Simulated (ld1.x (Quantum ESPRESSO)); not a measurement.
# Varying the PAW potential for I (Z = 53)

Base potential:

```
Element                 : I (Z = 53)
Generator               : ld1.x (Quantum ESPRESSO) 7.5
Type                    : PAW
Functional              : LDA (PZ)
Relativity              : scalar-relativistic
Frozen core             : [Kr]
Valence charge          : 17
Reference configuration : 4d10 5s2 5p5
Partial waves           : 5s (bound): rcut 1.30, rcutus 1.80 bohr; 5s channel at 1.45 Ry: rcut 1.30, rcutus 1.80 bohr; 5p (bound): rcut 1.75, rcutus 1.95 bohr; 5p channel at 2.3 Ry: rcut 1.75, rcutus 1.95 bohr; 4d (bound): rcut 1.20, rcutus 1.45 bohr; 4d channel at -1.15 Ry: rcut 1.20, rcutus 1.45 bohr
Local potential         : all-electron potential smoothed inside 1.75 bohr (lloc = -1)
Core correction         : Bessel-smoothed model core inside 0.95 bohr
Augmentation charge     : PSQ, radius 1.20 bohr
```

Cutoffs, loose and tight: the cutoffs (Ry, on a coarse ladder) from which the occupation-weighted sum of valence levels, in a spherical-Bessel basis at the reference potential, stays within 10 and 1 mRy of its value at 400 Ry. They do not see the model core or the augmentation charge, which bear on the density cutoff. Test errors are all-electron minus pseudo excitation energies from the reference, over the configurations 4d10 5s2 5p4; 4d10 5s2 5p3; 4d10 5s2 5p2; 4d10 5s2 5p1; 4d9 5s2 5p5; 4d9 5s2 5p6; 4d10 5s2 5p4.5 (two spin-polarised tests are not counted in the largest error). A dash means not determined; rows that change the core or the reference have their own tests.

```tsv
change	outcome	cutoff, loose	cutoff, tight	bound ghosts	largest test error (meV)
base	generated	70 Ry	120 Ry	none	-143
waves 5s (bound): rcut 1.30, rcutus 1.56 bohr; 5s channel at 1.45 Ry: rcut 1.30, rcutus 1.56 bohr	failed: new_paw_hamiltonian: negative rho	–	–	–	–
waves 5s (bound): rcut 1.30, rcutus 1.78 bohr; 5s channel at 1.45 Ry: rcut 1.30, rcutus 1.78 bohr	generated	70 Ry	120 Ry	none	-143
waves 5s (bound): rcut 1.30, rcutus 2.14 bohr; 5s channel at 1.45 Ry: rcut 1.30, rcutus 2.14 bohr	generated	70 Ry	120 Ry	none	-118
waves 5s (bound): rcut 1.30, rcutus 2.42 bohr; 5s channel at 1.45 Ry: rcut 1.30, rcutus 2.42 bohr	generated	70 Ry	120 Ry	none	-99
waves 5s (bound): rcut 1.30, rcutus 2.72 bohr; 5s channel at 1.45 Ry: rcut 1.30, rcutus 2.72 bohr	generated	70 Ry	120 Ry	none	-102
```

(1) What comes out with this change to the base: waves 5s (bound): rcut 1.14, rcutus 1.20 bohr; 5s channel at 1.45 Ry: rcut 1.14, rcutus 1.20 bohr?

Answers

(1) outcome: failed: compute_q_3bess: problem with the q_i coefficients. Cause: no Bessel wave vectors were found for the pseudised augmentation function at its matching radius.

Reading the sweep of the s radius (base included, trends over the rows without a ghost): The loose cutoff stays near 70 Ry. The median size of the test errors (rows with all tests solved) stays near 19.4 meV. The generation fails at 1.2, 1.56 bohr.
